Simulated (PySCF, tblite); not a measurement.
C₄H₇BF₂O₂.
Atom-mapped SMILES: `[CH3:1][C:2](=[O:3])[O:4][CH2:5][CH2:6][B:7]([F:8])[F:9]` (hydrogens: H10, H11, H12 on C1; H13, H14 on C5; H15, H16 on C6)

Jobs on this species (16 atoms, 70 electrons) with PySCF (density fitting) and tblite. Hardware of each: one thread, Arm Neoverse N1 (aarch64), no GPU (shared host). Times come from a shared host and carry two figures at best.

```json
{"level and settings": "GFN2-xTB", "work": "L-BFGS relaxation", "basis functions": "–", "SCF cycles": "–", "wall time": "?"}
{"level and settings": "PBE0/pcSseg-1", "work": "shieldings, charges and field gradients", "basis functions": "188", "SCF cycles": "14", "wall time": "48 s"}
{"level and settings": "GFN2-xTB", "work": "Hessian by finite differences", "basis functions": "–", "SCF cycles": "–", "wall time": "0.75 s"}
```

Q: Fill in the missing figures.

A: 
- GFN2-xTB; L-BFGS relaxation: 1.4 s

Q: What do all jobs in the table cost together?

A: About 50 s; the longest takes about 96 % of that, and about 64 times as long as the shortest.
